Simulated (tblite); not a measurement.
Species: CH₈ClO₂Si₃ (doublet state).
Geometry (GFN2-xTB, Å), atoms numbered from 1 in this order:
```xyz
15
CH8ClO2Si3 angstrom
Si    -2.8528    0.4140    0.0643
C     -1.5096   -0.9231   -0.1310
O     -0.2799   -0.2581    0.0549
Si     1.1732   -0.7371   -0.4439
O      2.1251    0.4244    0.1544
Si     3.4009    1.4059    0.1393
Cl     4.7946    0.6442   -1.1064
H     -4.1625   -0.2309   -0.0701
H     -2.7046    1.0260    1.3826
H     -2.6632    1.4108   -0.9889
H     -1.5296   -1.4056   -1.1126
H     -1.5945   -1.7218    0.6123
H      1.6056   -1.9957    0.1560
H      1.2599   -0.7431   -1.9027
H      2.9331    2.6982   -0.3360
```

The geometry is computed with GFN2-xTB (gas phase). This method treats the open shell by occupation alone, without spin polarisation.

Masses are those of the commonest isotopes; rigid-rotor values at the optimised geometry. The values belong to one conformer with, in the numbering `[SiH3:1][CH2:2][O:3][SiH2:4][O:5][SiH:6][Cl:7]`, Si1–C2–O3–Si4 -159°, C2–O3–Si4–O5 -177°, O3–Si4–O5–Si6 -147°, Si4–O5–Si6–Cl7 -20°.

(1) Give the principal moments of inertia and the rotational constants in cm⁻¹.

(2) Classify the top.

(3) What does the inertial defect say?

(4) List the rotational levels J(Ka,Kc) to J = 4 (MHz).

Answers

(1) Ia = 122.74, Ib = 1320.95, Ic = 1394.13 u·Å²; 505379 MHz·u·Å²/I gives 4117, 382.6 and 362.5 MHz, that is A = 0.13734, B = 0.01276, C = 0.01209 cm⁻¹.

(2) A near-prolate asymmetric top: κ = (2 × 382.6 − 4117 − 362.5)/(4117 − 362.5) = -0.99.

(3) Not planar: Δ = Ic − Ia − Ib = -49.56 u·Å². For a rigid frame Δ = −2 Σ m c², so Σ m c² = 24.78 u·Å² lies off the ab plane: 8.06 from hydrogen and 16.72 from heavier atoms. The atom farthest from that plane is 1.59 Å away.

(4) Above 0(0,0):
J = 1: 1(0,1) 745, 1(1,1) 4480, 1(1,0) 4500
J = 2: 2(0,2) 2235, 2(1,2) 5950, 2(1,1) 6010, 2(2,1) 17215, 2(2,0) 17215
J = 3: 3(0,3) 4470, 3(1,3) 8155, 3(1,2) 8276, 3(2,2) 19450, 3(2,1) 19451, 3(3,1) 38175, 3(3,0) 38175
J = 4: 4(0,4) 7450, 4(1,4) 11095, 4(1,3) 11296, 4(2,3) 22431, 4(2,2) 22432, 4(3,2) 41155, 4(3,1) 41155, 4(4,1) 67370, 4(4,0) 67370
The levels of one J sum to (2J + 1)J(J + 1)(A + B + C)/3.

For this open shell read J as N, the rotation without spin; fine and hyperfine splittings come on top. Its lowest GFN2-xTB frequency is 4 cm⁻¹, too small to tell a flat minimum from a shallow saddle. Zero-point vibration and centrifugal distortion are left out.

Time: 1.6 s of wall time. Hardware: an Arm Neoverse V1 with one thread, shared host with 32 logical CPUs at a one-minute load of 25. That covers the optimisation of the geometry.
